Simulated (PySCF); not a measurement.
Cd(H)(NMe2), SMILES [CdH][N](C)C (C2H7CdN), singlet at its PBE0/def2-SVP optimised geometry (Å):

```
11

Cd    -0.9082    -0.0002     0.0000
H     -2.5586    -0.0002    -0.0011
N      1.0987    -0.0002     0.0000
C      1.8922    -0.7192    -0.9543
C      1.8939     0.7191     0.9527
H      2.5569    -0.0512    -1.5462
H      2.5580    -1.4714    -0.4753
H      1.2659    -1.2658    -1.6785
H      2.5601     0.0512     1.5432
H      2.5586     1.4714     0.4723
H      1.2690     1.2655     1.6781
```

Method: PBE0/def2-TZVP, def2 effective core potentials past Kr (PySCF). The core electrons that the potentials of Cd replace are not part of the density. Cells within 0.4 Å of a nucleus heavier than hydrogen are left out (blank, or x).

Map of the LUMO amplitude (bohr^(-3/2)) on the plane z = 0.0 Å; orbital energy -0.51 eV, overall sign arbitrary:

```
|5555555555555555555555555555444|
|5555555555555555555555555555554|
|5555555555555555555555555555555|
|5555555555555555555555555555555|
|5555555555555555555555555555555|
|5555555556666666555555555555555|
|5555555666666666655555555555555|
|5555556666777776665555555555555|
|5555556667778777665555555555555|
|5555566677888887765555555555555|
|5555566778899988765555565555555|
|5555566778999998765545565555555|
|5555556778999998765444555555555|
|5555556677875677765444555555555|
|555555566662x05665x444555555555|
|444444444455xx5444xx55544444444|
|444444433337x94334x555444444444|
|4444443322124322234555444444444|
|4444443221000001234555444444444|
|4444433221000001234454434444444|
|4444433221100011234444434444444|
|4444433322111112234444444444444|
|4444443332221222334444444444444|
|4444443333222223334444444444444|
|4444444333333333344444444444444|
|4444444443333333444444444444444|
|4444444444444444444444444444444|
|4444444444444444444444444444444|
|4444444444444444444444444444444|
|4444444444444444444444444444444|
|4444444444444444444444444444444|
```
Scale: ten equal steps from -0.053 (start of '0') to 0.053 (end of '9'), in the order '0123456789'; x runs from -5.00 to 5.00, y from -5.00 (bottom) to 5.00 (top).
